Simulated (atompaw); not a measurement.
**Zn: one change to a PAW (atompaw) potential, before and after**

```
Element                 : zinc (Zn)
Generator               : atompaw 4.2.0.5
Type                    : PAW
Functional              : PBEsol
Relativity              : scalar-relativistic
Frozen core             : [Ar]
Valence charge          : 12
Reference configuration : 3d10 4s2 4p0
Partial waves           : 4s (bound): rc 2.15 bohr; 4s channel at 0.5 Ry: rc 3.00 bohr; 4p (bound, empty): rc 3.00 bohr; 4p channel at 2.1 Ry: rc 3.00 bohr; 3d (bound): rc 1.55 bohr; 3d channel at -0.05 Ry: rc 1.55 bohr
Local potential         : bessel scheme, radius 2.35 bohr
Core correction         : smooth core density matched at 2.90 bohr
Augmentation charge     : sinc compensation charge, radius 2.95 bohr; PAW radius 3.00 bohr; waves and projectors: custom polynom gramschmidtortho
```

All-electron outer shells of the reference configuration (PBEsol, scalar-relativistic, ld1.x):

```
shell  level (eV)  outermost node (bohr)  outermost maximum (bohr)
   3s     -128.92                   0.28                      0.59
   3p      -83.26                   0.25                      0.59
   3d      -10.17                      –                      0.56
   4s       -6.00                   0.85                      2.09
   4p       -1.07                   0.92                      3.04
```

Change: local potential troulliermartins scheme with l = 3 at -0.5 Ry, radius 2.35 bohr.

Cutoffs: the cutoffs (Ry, on a coarse ladder) from which the occupation-weighted sum of valence levels, in a spherical-Bessel basis at the reference potential, stays within 10 and 1 mRy of its value at 400 Ry; they do not see the model core or the augmentation charge, which bear on the density cutoff.

Question: What does the change do?

Answer: The potential gets neither clearly harder nor softer (60 Ry and 100 Ry → 60 Ry and 100 Ry); the range in which the s phases agree narrows (upper end at the end of the scan → 2.1); neither file shows a bound ghost.

```tsv
quantity	base	changed
cutoff, loose	60 Ry	60 Ry
cutoff, tight	100 Ry	100 Ry
bound ghosts	none	none
s: phases at 3.02 bohr within 0.05 rad from the reference energy up to (Ry; the scan ends near 5)	to the end of the scan	2.1
p: phases at 3.02 bohr within 0.05 rad from the reference energy up to (Ry; the scan ends near 5)	to the end of the scan	to the end of the scan
d: phases at 3.02 bohr within 0.05 rad from the reference energy up to (Ry; the scan ends near 5)	4.0	4.5
lowest overlap eigenvalue by channel	s 0.03, p 0.79, d 0.99	s 0.10, p 0.71, d 0.99
```

 The cutoffs see the waves, projectors and local potential, not the compensation charge or the core.
